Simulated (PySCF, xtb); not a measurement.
H₅NbO₄S, SMILES [SH][Nb]([OH])([OH])([OH])[OH], multiplicity 1.

GFN2-xTB in xtb 6.7.1 at its own geometry gives an orbital gap of 3.04 eV and a dipole moment of 2.69 D.

Geometry: PBE0-D3(BJ)/def2-SVP. The spin state was assumed, not searched. The def2 effective core potentials stand for the cores of Nb; spin–orbit coupling is left out. Other conformers were not sampled.

### Question
What does PBE/def2-TZVP (PySCF) give? (The exact figures need the calculation; the answer reports its results.)

### Answer
gap 3.43 eV (levels -5.86 and -2.44 eV), dipole 1.01 D.
